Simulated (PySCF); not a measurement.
From one molecule to another.

First species: C8H10P2.
InChI=1S/C8H10P2/c1-6-4-10-8(5-9-6)7-2-3-7/h4-5,7H,2-3H2,1H3

Second species: C8H10P2.
SMILES with atom numbers: `[PH2:1][P:2]1[CH2:3][c:4]2[cH:5][cH:6][cH:7][cH:8][c:9]2[CH2:10]1` (hydrogens: H11, H12 on P1; H13, H14 on C3; H15 on C5; H16 on C6; H17 on C7; H18 on C8; H19, H20 on C10)

Levels: PBE0/pcSseg-1 for HOMO energy, LUMO energy and HOMO–LUMO gap. Geometries: GFN2-xTB. All species are isolated and taken at one optimised geometry, non-relativistic unless stated; the electronic structure was computed with PySCF and density fitting.

The conformers computed, where there is a choice (atom-mapped SMILES and torsion angles):
- `[CH3:1][c:2]1[cH:3][p:4][c:5]([CH:6]2[CH2:7][CH2:8]2)[cH:9][p:10]1`: P4–C5–C6–C7 -34°

The conformers of `PP1Cc2ccccc2C1` aren't listed.

Values for the first species:

* HOMO energy: -6.61 eV
* LUMO energy: -2.21 eV
* HOMO–LUMO gap: 4.40 eV

Question: Estimate the same properties for the second species, and the change in each.

Answer: 
```csv
property,first,second,second less first
HOMO energy,-6.61 eV,-6.41 eV,+0.20 eV
LUMO energy,-2.21 eV,-0.31 eV,+1.90 eV
HOMO–LUMO gap,4.40 eV,6.10 eV,+1.70 eV
```

